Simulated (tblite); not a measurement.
Input of a run (GFN2-xTB geometry optimisation, gas phase (tblite 0.8.0)), started from a force field or distance geometry:
```
{"job": {"kind": "relax", "xc": "GFN2-xTB", "basis": "xTB"}, "charge": 0, "multiplicity": 2}
P      2.805100    -1.554900     0.104800
Si     0.982500    -0.426500     0.670100
C     -0.549300    -1.279700     0.058100
C     -1.730100    -0.285800    -0.063700
C     -1.338800     1.001800    -0.697100
C     -0.199700     1.795500    -0.139500
O      1.023400     1.059100    -0.079800
H      2.748800    -1.268500    -1.275000
H      3.737600    -0.536100     0.396500
H      0.927000    -0.233800     2.152100
H     -0.837100    -2.115700     0.702600
H     -0.360600    -1.697900    -0.937200
H     -2.143000    -0.073800     0.949800
H     -2.533200    -0.759700    -0.633900
H     -2.076500     1.534800    -1.305400
H     -0.452800     2.188800     0.868200
H     -0.010400     2.664300    -0.780600
```

Output (eV, eV/Å):
```
step      E/eV     max force
  0    -596.86965    1.640
  1    -596.94134    0.536
  2    -596.96542    0.324
  3    -596.97323    0.212
  4    -596.97919    0.166
  5    -596.98243    0.139
  6    -596.98517    0.136
  7    -596.98739    0.119
  8    -596.98932    0.111
  9    -596.99067    0.099
 10    -596.99183    0.095
 11    -596.99325    0.099
 12    -596.99518    0.125
 13    -596.99731    0.118
 14    -596.99904    0.087
 15    -597.00029    0.088
 16    -597.00158    0.095
 17    -597.00318    0.131
 18    -597.00495    0.117
 19    -597.00673    0.103
 20    -597.00856    0.126
 21    -597.01070    0.152
 22    -597.01336    0.147
 23    -597.01624    0.115
 24    -597.01860    0.123
 25    -597.02038    0.117
 26    -597.02213    0.110
 27    -597.02371    0.156
 28    -597.02395    0.324
 29    -597.02639    0.089
 30    -597.02755    0.065
 31    -597.02942    0.092
 32    -597.03070    0.086
 33    -597.03194    0.089
 34    -597.03289    0.087
 35    -597.03395    0.076
 36    -597.03478    0.074
 37    -597.03577    0.081
 38    -597.03638    0.053
 39    -597.03674    0.049
 40    -597.03696    0.042
 41    -597.03715    0.031
 42    -597.03733    0.031
 43    -597.03753    0.035
 44    -597.03774    0.042
 45    -597.03797    0.049
 46    -597.03825    0.047
 47    -597.03860    0.043
 48    -597.03903    0.062
 49    -597.03953    0.071
 50    -597.04000    0.061
 51    -597.04039    0.041
 52    -597.04070    0.041
 53    -597.04102    0.046
 54    -597.04144    0.055
 55    -597.04190    0.070
 56    -597.04225    0.066
 57    -597.04269    0.039
 58    -597.04307    0.031
 59    -597.04342    0.045
 60    -597.04388    0.049
 61    -597.04430    0.054
 62    -597.04460    0.041
 63    -597.04477    0.021
 64    -597.04487    0.020
 65    -597.04495    0.019
 66    -597.04501    0.016
 67    -597.04506    0.016
 68    -597.04512    0.021
 69    -597.04519    0.031
 70    -597.04529    0.034
 71    -597.04541    0.029
 72    -597.04551    0.023
 73    -597.04559    0.023
 74    -597.04566    0.022
 75    -597.04576    0.024
 76    -597.04585    0.021
 77    -597.04591    0.017
 78    -597.04596    0.019
 79    -597.04601    0.021
 80    -597.04608    0.020
 81    -597.04616    0.017
 82    -597.04623    0.020
 83    -597.04631    0.024
 84    -597.04641    0.029
 85    -597.04653    0.025
 86    -597.04664    0.023
 87    -597.04671    0.026
 88    -597.04676    0.025
 89    -597.04681    0.021
 90    -597.04687    0.014
 91    -597.04692    0.017
 92    -597.04696    0.012
 93    -597.04699    0.012
 94    -597.04701    0.010
 95    -597.04704    0.012
 96    -597.04707    0.015
 97    -597.04712    0.015
 98    -597.04717    0.014
 99    -597.04721    0.016
100    -597.04723    0.012
101    -597.04726    0.013
102    -597.04729    0.015
103    -597.04732    0.014
104    -597.04734    0.013
105    -597.04737    0.011
106    -597.04739    0.012
107    -597.04741    0.012
108    -597.04743    0.012
109    -597.04745    0.010
110    -597.04747    0.012
111    -597.04748    0.011
112    -597.04751    0.013
113    -597.04755    0.018
114    -597.04762    0.025
115    -597.04772    0.025
116    -597.04786    0.030
117    -597.04807    0.032
118    -597.04834    0.042
119    -597.04745    0.156
120    -597.04864    0.064
121    -597.04876    0.041
122    -597.04885    0.076
123    -597.04901    0.022
124    -597.04907    0.019
125    -597.04932    0.040
126    -597.04943    0.037
127    -597.04968    0.040
128    -597.04989    0.035
129    -597.05013    0.050
130    -597.05016    0.088
131    -597.05048    0.058
132    -597.05071    0.031
133    -597.05095    0.030
134    -597.05144    0.135
135    -597.05207    0.066
136    -597.05272    0.067
137    -597.04460    0.550
138    -597.05364    0.055
139    -597.05425    0.053
140    -597.04855    0.589
141    -597.05553    0.045
142    -597.05648    0.044
143    -597.05034    0.638
144    -597.05791    0.051
145    -597.05888    0.060
146    -597.05305    0.660
147    -597.06058    0.083
148    -597.06156    0.109
149    -597.05992    0.534
150    -597.06387    0.133
151    -597.06481    0.145
152    -597.06647    0.289
153    -597.06762    0.141
154    -597.06843    0.075
155    -597.06951    0.062
156    -597.07044    0.088
157    -597.07142    0.068
158    -597.07261    0.065
159    -597.07352    0.081
160    -597.07419    0.134
161    -597.07515    0.100
162    -597.07564    0.138
163    -597.07694    0.168
164    -597.07765    0.151
165    -597.07946    0.126
166    -597.08114    0.096
167    -597.08307    0.144
168    -597.08334    0.240
169    -597.08493    0.248
170    -597.08836    0.088
171    -597.09049    0.077
172    -597.09586    0.359
173    -597.09860    0.133
174    -597.10036    0.129
175    -597.09774    0.513
176    -597.10447    0.086
177    -597.10622    0.077
178    -597.10926    0.227
179    -597.11049    0.086
180    -597.11117    0.058
181    -597.11271    0.054
182    -597.11346    0.059
183    -597.11415    0.071
184    -597.11497    0.099
185    -597.11612    0.101
186    -597.11721    0.127
187    -597.11801    0.067
188    -597.11843    0.181
189    -597.11915    0.083
190    -597.11971    0.030
191    -597.12030    0.040
192    -597.12069    0.052
193    -597.12105    0.037
194    -597.12150    0.038
195    -597.12186    0.034
196    -597.12200    0.060
197    -597.12236    0.043
198    -597.12262    0.030
199    -597.12306    0.027
200    -597.12318    0.025
201    -597.12338    0.027
202    -597.12350    0.029
203    -597.12364    0.022
204    -597.12373    0.021
205    -597.12380    0.015
206    -597.12384    0.011
207    -597.12387    0.008
```

Summarise the run.

The energy falls by 0.254 eV over 207 L-BFGS steps, the largest force on an atom goes from 1.64 to 0.008 eV/Å, and the atoms move by 0.740 Å rms after alignment. The bond that changes most is Si2–C3 (ends: silicon bonded to C, O, P and H; carbon bonded to C, Si and 2 H), which lengthens by 0.048 Å. Bonds longer at the end by more than 0.005 Å: 2 of 17; shorter: 10. Among the angles that change most is P1–Si2–O7, from 108.6° to 103.1°. Among the dihedrals that turn most is H8–P1–Si2–O7, from -46° to 77°. The energy rose by more than 1e-5 eV at steps 119, 137, 140, 143, 146, 149 and 175. The first step brought 28 % of the lowering.

What are the final bond lengths?

P1–Si2 2.234 Å, Si2–C3 1.906 Å, C3–C4 1.548 Å, C4–C5 1.476 Å, C5–C6 1.473 Å, C6–O7 1.434 Å, Si2–O7 1.618 Å, P1–H8 1.381 Å, P1–H9 1.382 Å, Si2–H10 1.477 Å, C3–H11 1.089 Å, C3–H12 1.091 Å, C4–H13 1.095 Å, C4–H14 1.092 Å, C5–H15 1.076 Å, C6–H16 1.099 Å, C6–H17 1.092 Å. Numbering counts from 1 in the input's order; the species is `P[Si@@H]1CC[CH]CO1` [radical].

Its GFN2-xTB frequencies are all real (lowest 78 cm⁻¹).

One conformer stands for the species.

All values are computed, not measured.
